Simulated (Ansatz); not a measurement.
Problem. Name a neutral molecule of Al, C, F, N, S and H with LUMO energy (B3LYP/def2-TZVPP) between -1.55 and -1.25 eV and HOMO energy (PBE0/def2-TZVPP) between -6.55 and -6.25 eV (Ansatz, PBE0-D4/def2-TZVP geometry).

Solution. `F[C]1(S)[NH][AlH]1` (-1.41 eV, -6.30 eV); `CS[C]1(F)[NH][AlH]1` (-1.37 eV, -6.26 eV). Other molecules can fit too; these were computed, each in one conformer that needn't be the lowest.

B3LYP here is the variant with VWN-RPA as its local correlation; programs differ in this.
